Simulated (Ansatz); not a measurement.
The same path of C₂H₉NSSi (14 atoms, charge 0, multiplicity 1) was run twice with different band settings. Lost on the way: Si4–H12. Made: N5–H12.

Method: RKS BLYP/6-31G* in Ansatz.

Relaxed end points:

```xyz
14
Properties=species:S:1:pos:R:3
C -1.848 0.262 0.656
C -0.512 0.596 -0.037
S 0.511 1.855 0.930
Si 0.602 -0.908 -0.434
N 1.957 -0.361 -1.392
H -2.422 1.174 0.886
H -1.687 -0.282 1.603
H -2.466 -0.380 0.002
H -0.703 1.133 -0.983
H 0.694 1.081 2.039
H 0.903 -1.552 0.899
H -0.120 -1.923 -1.271
H 2.575 0.337 -0.971
H 2.504 -1.061 -1.897
```

```xyz
14
Properties=species:S:1:pos:R:3
C -1.892 0.338 0.874
C -0.691 0.408 -0.095
S 0.584 1.693 0.500
Si -0.009 -1.424 -0.503
N 1.755 -0.679 -1.290
H -2.344 1.329 1.050
H -1.591 -0.074 1.853
H -2.672 -0.326 0.460
H -1.032 0.876 -1.038
H 0.979 1.009 1.614
H 0.720 -1.579 0.854
H 1.706 -0.561 -2.310
H 1.923 0.257 -0.854
H 2.551 -1.297 -1.086
```

Common settings: spring 5.0 eV/Å²; optimiser quadratic models (default); start path through a guess of the saddle point; force threshold 0.05 eV/Å; iteration limit 60; end points relaxed.

| run | movable images | climbing image |
| --- | --- | --- |
| 1 | 7 | yes |
| 2 | 6 | no |

What does each run give, and how far can it be trusted?

Run 1: converged after 9 iterations, highest image 2.847 eV above the first end. Neighbouring images differ by up to 1.3 eV, so the band resolves the path poorly. A vibrational analysis at the climbing image gives one clearly imaginary mode, 1427i cm⁻¹: a first-order saddle point.
Run 2: converged after 9 iterations, highest image 2.842 eV above the first end. Neighbouring images differ by up to 1.3 eV, so the band resolves the path poorly. No image climbed, so the highest image needn't sit at the top of the path.
The orbitals stay closed-shell, which can raise the energy where a bond breaks towards radicals; this wasn't checked here.
